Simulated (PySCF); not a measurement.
Job file and geometry (Å, from PBE0-D3(BJ)/def2-SVP) of an NMR shielding run on SMILES [O]=[Mo](=[O])=[O], MoO3, PySCF 2.14.0, density-fitted response routines, GIAO B3LYP/pcSseg-1 Mo:def2-TZVP NMR shielding, core potentials past Kr, else non-relativistic, gas phase; density fitting, a coarse starting grid and PySCF grid level 2 are the driver's defaults:

```
{"job": {"kind": "nmr", "xc": "B3LYP", "basis": {"default": "pcSseg-1", "Mo": "def2-TZVP"}, "pop": false}, "charge": 0, "multiplicity": 1}
Mo    -0.003020     0.002240     0.412111
O      1.597854    -0.022847    -0.126801
O     -0.778428     1.394716    -0.149797
O     -0.816396    -1.374109    -0.135513
```

Q: What does the program print?

A: 
```
coarse grid: 23712 points
cycle   1  E = -293.3522001404  dE = -5.817e+00  |g| = 1.814e+00  |ddm| = 3.819e+00
cycle   2  E = -285.0379416007  dE =  8.314e+00  |g| = 6.374e+00  |ddm| = 4.371e+00
cycle   3  E = -293.9210190993  dE = -8.883e+00  |g| = 4.110e-01  |ddm| = 4.007e+00
cycle   4  E = -293.9450396409  dE = -2.402e-02  |g| = 2.264e-01  |ddm| = 4.566e-01
cycle   5  E = -293.9549279373  dE = -9.888e-03  |g| = 5.621e-02  |ddm| = 1.500e-01
cycle   6  E = -293.9550124424  dE = -8.451e-05  |g| = 5.113e-02  |ddm| = 3.725e-02
cycle   7  E = -293.9554290096  dE = -4.166e-04  |g| = 2.144e-02  |ddm| = 2.542e-02
cycle   8  E = -293.9555106959  dE = -8.169e-05  |g| = 4.419e-03  |ddm| = 8.084e-03
cycle   9  E = -293.9555142602  dE = -3.564e-06  |g| = 2.164e-04  |ddm| = 1.918e-03
final grid: 48032 points
cycle  10  E = -293.9553692046  dE =  4.702e-08  |g| = 8.002e-04  |ddm| = 7.444e-04
cycle  11  E = -293.9553675328  dE =  1.672e-06  |g| = 3.047e-03  |ddm| = 1.845e-03
cycle  12  E = -293.9553693277  dE = -1.795e-06  |g| = 5.330e-05  |ddm| = 1.474e-03
cycle  13  E = -293.9553693279  dE = -2.424e-10  |g| = 3.947e-05  |ddm| = 4.170e-05
cycle  14  E = -293.9553693281  dE = -2.345e-10  |g| = 1.544e-05  |ddm| = 2.335e-05
converged SCF energy = -293.9553693281

GIAO shielding tensors (ppm)
atom      isotropic    diamagn.    paramagn.     s11        s22        s33       span
  0 Mo         nan         nan         nan        nan        nan        nan        nan
  1 O     -805.167     401.277   -1206.444  -1585.807   -484.293   -345.401   1240.406
  2 O     -805.207     401.282   -1206.489  -1584.426   -484.635   -346.559   1237.867
  3 O     -805.281     401.281   -1206.562  -1584.834   -484.651   -346.358   1238.475
```

Q: Turn these shieldings into chemical shifts. References, each an isolated molecule treated in the same way: 17O (334.04 ppm) vs H2O.

A: Averaging equivalent atoms: O 1/2/3: 1139.3 ppm. No reference was computed at this level for Mo. Unscaled 17O shifts of doubly bonded oxygen tend to come out too high, by tens of ppm or more. Experimental scales use liquid or dissolved standards, which lie at an offset from isolated H2O (liquid H2O: subtract about 36 ppm).

Mo is described by an effective core potential, so it has no shielding of its own here; spin–orbit effects on the atoms bonded to it, which can be large, are absent, and the values of these neighbours are rough.

Size and cost of the density-fitted run: 91 basis functions, 3.6 s wall time on 1 thread of an Arm Neoverse V1, shared host.
